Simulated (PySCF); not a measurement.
Two species compared at the same levels of theory.

First species: N-methyl-p-toluidine, C8H11N.
Numbering: `[CH3:1][NH:2][c:3]1[cH:4][cH:5][c:6]([CH3:7])[cH:8][cH:9]1` (hydrogens: H10, H11, H12 on C1; H13 on N2; H14 on C4; H15 on C5; H16, H17, H18 on C7; H19 on C8; H20 on C9)

Second species: C₅H₃ClO₂.
InChI=1S/C5H3ClO2/c6-5(7)4-2-1-3-8-4/h1-3H

Levels: wB97X-D/def2-SVPD for dipole moment, HOMO energy, LUMO energy, HOMO–LUMO gap, static isotropic polarisability and electronic spatial extent ⟨r²⟩ about the centre of nuclear charge; TDDFT wB97X-D/def2-SVPD for lowest singlet excitation; PBE0-D3(BJ)/def2-SVP for rotational constant A and rotational constant C. Geometries: PBE0-D3(BJ)/def2-SVP. All species are isolated and taken at one optimised geometry, non-relativistic unless stated; the electronic structure was computed with PySCF and density fitting.

Dipoles, sizes and rotational constants follow the conformer. The torsions of the flexible species, by atom-mapped SMILES:
- `[CH3:1][NH:2][c:3]1[cH:4][cH:5][c:6]([CH3:7])[cH:8][cH:9]1`: C1–N2–C3–C4 -170°
- `[O:1]=[C:2]([Cl:3])[c:4]1[cH:5][cH:6][cH:7][o:8]1`: O1–C2–C4–C5 0°

Task: Which has the higher LUMO energy?

Result: The first: 1.68 eV against -0.50 eV, a difference of 2.18 eV.

Task: Which has the higher rotational constant C?

Result: The second: 0.960 GHz against 0.810 GHz, a difference of 0.150 GHz.

Task: Which of the two has the higher rotational constant A, and by how much?

Result: The first: 4.737 GHz against 3.915 GHz, a difference of 0.822 GHz.

Task: Which of the two has the higher S1 energy, and by how much?

Result: The second: 4.78 eV against 4.65 eV, a difference of 0.13 eV.

Task: Which of the two has the higher dipole moment, and by how much?

Result: The second: 4.30 D against 1.53 D, a difference of 2.77 D.

Task: Which has the higher HOMO energy?

Result: The first: -7.21 eV against -9.43 eV, a difference of 2.22 eV.

Task: Which of the two has the higher ⟨r²⟩, and by how much?

Result: The first: 1455 bohr² against 1102 bohr², a difference of 353 bohr².

Task: Which has the higher static isotropic polarisability?

Result: The first: 106.4 au against 79.9 au, a difference of 26.5 au.

On the first: The principal polarisabilities are 67.2, 104.7 and 147.1 au; their mean is the isotropic value. The dipole equals about 5.1 × 10⁻³⁰ C·m (1 D = 3.33564 × 10⁻³⁰ C·m).

On the second: In atomic units the dipole is 1.69 e·bohr (1 au = 2.5417 D). The polarisability is 11.85 Å³ as a volume (1 au = 0.148185 Å³), or 1.21 au for each of the 66 electrons.
